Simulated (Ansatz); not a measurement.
Z-matrix (Å, degrees):
```
C
Si 1 1.848
H 1 1.092 2 110.9
H 1 1.093 2 110.3 3 -120.4
H 1 1.092 2 110.2 3 120.0
F 2 1.615 1 108.7 3 62.2
S 2 2.121 1 108.9 3 -56.0
H 2 1.480 1 113.3 3 179.3
Si 7 2.152 2 99.6 1 -177.7
O 9 1.632 7 106.4 2 -150.2
O 9 1.631 7 110.0 2 -24.5
H 9 1.470 7 112.9 2 94.3
H 10 0.959 9 118.5 7 45.4
H 11 0.961 9 119.7 7 -33.3
```

Total charge 0; spin multiplicity 1.

List the B3LYP/def2-TZVPP orbital energies in eV (the Gaussian-basis code of Ansatz). (Best estimate.)

The calculation gave: Occupied: -2417.60, -1800.42, -1800.38, -671.70, -520.85, -520.82, -276.85, -215.69, -160.20, -160.15, -160.08, -144.79, -144.70, -100.17, -100.12, -100.06, -100.06, -100.03, -99.99, -32.64, -28.02, -27.53, -20.18, -19.42, -16.08, -15.00, -14.53, -12.81, -12.61, -12.58, -11.76, -11.46, -11.44, -11.24, -10.44, -9.91, -9.56, -9.36, -8.89, -8.52, -7.64. Lowest empty: 0.18, 0.37, 0.47, 0.70, 0.97, 1.37, 1.94, 2.25.

B3LYP here is the variant with VWN-RPA as its local correlation; programs differ in this.
